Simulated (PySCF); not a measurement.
B(H)(Cl)(OH) (BClH₂O), SMILES OBCl. Geometry optimised at B3LYP-D3(BJ)/def2-TZVP. The values are those of a single conformer.

Computed equilibrium geometry at B3LYP-D3(BJ)/def2-TZVP (PySCF confirms it by a frequency run) as Cartesian coordinates in Å, and its point group (one conformer of several):
point group Cs.
```xyz
5

B      0.5752    -0.5722     0.0000
H      1.7509    -0.7128     0.0000
Cl    -0.0973     1.0715     0.0000
O     -0.2254    -1.6494     0.0000
H     -1.1695    -1.4479     0.0000
```
